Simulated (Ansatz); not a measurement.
GeH2Me(vinyl) (C₃H₈Ge), relaxed as a singlet with RKS r2SCAN-D4/def2-SVP in Ansatz, starting from the GFN2-xTB geometry. Force threshold 0.02 eV/Å.

Start:

```xyz
12

Ge    0.547   -0.702    0.145
H     1.014   -0.643    1.574
H     0.650   -2.140   -0.290
C     1.699    0.406   -1.006
H     2.724    0.047   -0.990
H     1.694    1.440   -0.668
H     1.347    0.385   -2.034
C    -1.317   -0.132    0.058
C    -1.991    0.379    1.074
H    -1.815   -0.239   -0.900
H    -1.532    0.504    2.043
H    -3.021    0.695    0.994
```

| step | energy (eV) | largest force component (eV/Å) | SCF passes |
| --- | --- | --- | --- |
| 1 | -59747.2788 | 0.921 | 16 |
| 2 | -59747.3403 | 0.229 | 20 |
| 3 | -59747.3411 | 0.139 | 19 |
| 4 | -59747.3447 | 0.030 | 19 |
| 5 (rejected) | -59747.3443 | 0.063 | 18 |
| 6 | -59747.3452 | 0.011 | 20 |

Force components are those of the run's own axes.

End:

```xyz
12

Ge    0.5544   -0.7045    0.1453
H     1.0048   -0.5891    1.6139
H     0.6601   -2.1764   -0.3014
C     1.6853    0.3953   -1.0100
H     2.7312    0.0564   -0.9684
H     1.6431    1.4485   -0.6952
H     1.3420    0.3306   -2.0537
C    -1.2921   -0.1122    0.0402
C    -1.9801    0.3656    1.0861
H    -1.7933   -0.1584   -0.9378
H    -1.5373    0.4349    2.0876
H    -3.0182    0.7094    0.9936
```

By distances, no bond broke or formed. The bond that changes most is Ge1–H2, from 1.50 to 1.54 Å (atoms count from 1).

No frequencies were taken in this run, so the end may be a saddle point.

Hardware: 4 threads of Intel Xeon on a shared host. Wall time 29 s.
